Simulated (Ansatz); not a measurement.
H4B2Si, SMILES `BB=[SiH2]` (charge 0, multiplicity 1).

Cartesian coordinates (Å):
```xyz
7

B     -1.7283    -0.1858     0.0539
B     -0.1627    -0.0172     0.0047
Si     1.6701     0.1797    -0.0522
H     -2.4590     0.7537    -0.0600
H     -2.2331    -1.2588     0.2067
H      2.5931    -0.9609     0.0859
H      2.3199     1.4892    -0.2390
```
Charge 0, spin multiplicity 1.

Frozen-core energies in cc-pVTZ from Ansatz (a first-principles code) at a geometry from B3LYP-D3(BJ)/def2-TZVP; the HF reference has <S^2> = 0.00 (restricted, and unstable towards unrestricted orbitals) and the T1 diagnostic is 0.020.

| level | energy (Ha) |
|---|---|
| HF | -340.53008 |
| MP2 | -340.83665 |
| CCSD | -340.88376 |

Task: Estimate the energies of CCSD(T), CCSDT and CCSDT(Q), and give each level's difference from CCSDT(Q).

Result: 
```csv
level,energy (Ha),difference from CCSDT(Q) (mHa)
MP2,-340.83665,66.84
CCSD,-340.88376,19.73
CCSD(T),-340.90027,3.23
CCSDT,-340.90227,1.22
CCSDT(Q),-340.90349,0.00
```
